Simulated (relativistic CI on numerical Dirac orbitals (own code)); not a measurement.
One change at a time: Cd⁴⁺

Base calculation: Dirac-Coulomb-Breit CI, orbitals from a KLI potential per configuration, a model potential for QED, valence Slater integrals scaled by 0.85, P86 correlation energy added to each configuration.

CI space (outside the closed core [Ar] 3d10): 4s²4p⁶4d⁸, 4s²4p⁶4d⁷5s, 4s²4p⁶4d⁷4f, 4s²4p⁶4d⁷5p, 4s²4p⁵4d⁹, 4s²4p⁶4d⁷5d, 4s²4p⁶4d⁷6s, 4s²4p⁶4d⁷6p, 4s²4p⁶4d⁶5s5p, 4s²4p⁶4d⁷6d, 4s²4p⁶4d⁷5f, 4s²4p⁶4d⁷7s, 4s²4p⁶4d⁷7p, 4s²4p⁶4d⁷5g, 4s²4p⁶4d⁷7d, 4s4p⁶4d⁹, 4s²4p⁵4d⁸4f, 4s²4p⁶4d⁶4f5s, 4s²4p⁶4d⁶5p5d, 4s²4p⁶4d⁶5s², 4s²4p⁶4d⁵4f5s², 4s²4p⁶4d⁵5s²5p, 4s²4p⁶4d⁵5s²5d, 4s²4p⁶4d⁵5s²6s. Double excitations out of closed p, d and f shells are left out; levels of such configurations are missing from the list, as are those of other unlisted configurations, and high levels can miss mixing partners.

The lowest level and the first level of each name with at least 55 % of one term (blank where a level has no safe partner in the second run):

| Level | Base (cm⁻¹) | Shift (cm⁻¹) |
| --- | --- | --- |
| 4s²4p⁶4d⁸ ³F4 | 0.0 | 0.0 |
| 4s²4p⁶4d⁸ ³F3 | 5108.7 | -45.8 |
| 4s²4p⁶4d⁸ ³F2 | 6982.4 | +2.7 |
| 4s²4p⁶4d⁸ ³P1 | 19643.6 | -144.6 |
| 4s²4p⁶4d⁸ ³P0 | 19805.8 | -192.7 |
| 4s²4p⁶4d⁸ ¹G4 | 23366.8 | +23.3 |
| 4s²4p⁶4d⁸ ¹S0 | 55250.5 | -1875.1 |
| 4s²4p⁶4d⁷5s ⁵F5 | 156229.7 | -4145.6 |
| 4s²4p⁶4d⁷5s ⁵F4 | 159539.6 | -4133.1 |
| 4s²4p⁶4d⁷5s ⁵F3 | 162102.2 | -4137.0 |
| 4s²4p⁶4d⁷5s ⁵F2 | 163723.5 | -4135.5 |
| 4s²4p⁶4d⁷5s ⁵F1 | 164706.8 | -4133.6 |
| 4s²4p⁶4d⁷5s ³F4 | 168125.0 | -3861.9 |
| 4s²4p⁶4d⁷5s ³F3 | 172300.4 | -3858.7 |

At this charge configurations can still be misplaced by up to about 7 % of their energy.

(1) One thing was changed in a second run, which moved the levels as shown. Which?
A. Breit term removed
B. QED terms removed
C. self-excluded LDA correlation estimate
D. Slater integrals left unscaled
E. configuration mixing switched off

Results:

(1) E. Configuration mixing switched off. Without mixing, levels that were pushed by configurations of the same parity and J return to their single-configuration places.

LS names give the leading component of a level, which can be under half, so a name can repeat, a term be missing and a line seem to break the LS rules.
